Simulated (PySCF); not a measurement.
A PySCF script (with the pyscf-properties extension) for the NMR shieldings of `C[Si@H]1CC[P@@H](=S)CC1`, C5H13PSSi, on a GFN2-xTB geometry:

```python
import basis_set_exchange as bse
import numpy as np
from pyscf import gto, dft
from pyscf.prop import nmr

atoms = """
C    -2.865482   -0.114422    0.091791
Si   -1.076020   -0.266120   -0.507358
C    -0.234247    1.444057   -0.524044
C     1.256171    1.313484   -0.813157
P     2.031284    0.326948    0.527886
S     1.853279    1.051945    2.307231
C     1.399968   -1.382212    0.298933
C    -0.081967   -1.405818    0.652896
H    -2.919983    0.295322    1.095472
H    -3.438248    0.534235   -0.561223
H    -3.352369   -1.082955    0.103407
H    -0.993430   -0.826421   -1.873519
H    -0.349113    1.918254    0.454447
H    -0.693311    2.111830   -1.254460
H     1.441009    0.825688   -1.773313
H     1.749571    2.292458   -0.818569
H     3.349360    0.201862    0.053411
H     1.575328   -1.696731   -0.732813
H     1.980047   -2.031364    0.965163
H    -0.189432   -1.061264    1.685025
H    -0.451336   -2.431835    0.622322
"""
names = dict.fromkeys(["C", "Si", "P", "S", "H"], "pcSseg-1")
basis = {el: gto.basis.parse(bse.get_basis(n, elements=[el], fmt="nwchem")) for el, n in names.items()}
mol = gto.M(atom=atoms, basis=basis, charge=0, verbose=0)
mf = dft.RKS(mol, xc="PBE0")
mf.grids.level = 2
mf.grids.alignment = dft.numint.BLKSIZE   # the property module wants whole blocks of grid points
mf.conv_tol = 1e-9
mf.kernel()

calc = nmr.RKS(mf)   # GIAO
C = mf.mo_coeff
Co = C[:, mf.mo_occ > 0]
resp = mf.gen_response(singlet=True, hermi=2)
def vind(x):   # induced exchange potential for any number of trial vectors
    d = np.einsum("pi,xij,qj->xpq", C, 2 * x.reshape(-1, C.shape[1], Co.shape[1]), Co, optimize=True)
    return np.einsum("xpq,pi,qj->xij", resp(d - d.transpose(0, 2, 1)), C, Co, optimize=True).ravel()
mo1, _ = nmr.rhf.solve_mo1(calc, with_cphf=vind)
sigma = calc.kernel(mo1)
for i, s in enumerate(sigma):   # ppm
    print("%2d %-2s %9.2f" % (i, mol.atom_pure_symbol(i), np.trace(s) / 3))
```

**Question.** What are the results?

**Answer.** 
```
 0 C     191.48
 1 Si    369.21
 2 C     181.53
 3 C     155.52
 4 P     329.39
 5 S     811.28
 6 C     155.54
 7 C     181.54
 8 H      31.57
 9 H      31.70
10 H      31.70
11 H      27.58
12 H      29.82
13 H      30.88
14 H      29.90
15 H      29.59
16 H      24.73
17 H      29.90
18 H      29.59
19 H      29.82
20 H      30.88
```

These numbers come from an equivalent density-fitted implementation of the same equations, which agrees with the script to about 0.01 ppm for H and up to a few tenths of a ppm for heavy atoms, so last digits may differ.

**Question.** Turn these shieldings into chemical shifts. Referencing at the same level of theory: 13C (σref 186.93), 29Si (σref 349.16), 1H (σref 31.72) vs TMS; H3PO4 for 31P (σref 318.38); CS2 for 33S (σref 503.73).

**Answer.** Averaging equivalent atoms: C 3/6: 31.4; C 2/7: 5.4; C 0: -4.6; Si 1: -20.0; P 4: -11.0; S 5: -308; H 16: 6.99; H 11: 4.14; H 15/18: 2.13; H 12/19: 1.90; H 14/17: 1.82; H 13/20: 0.84; H 8/9/10: 0.06 ppm. Experimental scales use liquid or dissolved standards, which lie at an offset from isolated H3PO4.

Size and cost of the density-fitted run: 222 basis functions, of the order of 2.8 core-minutes.
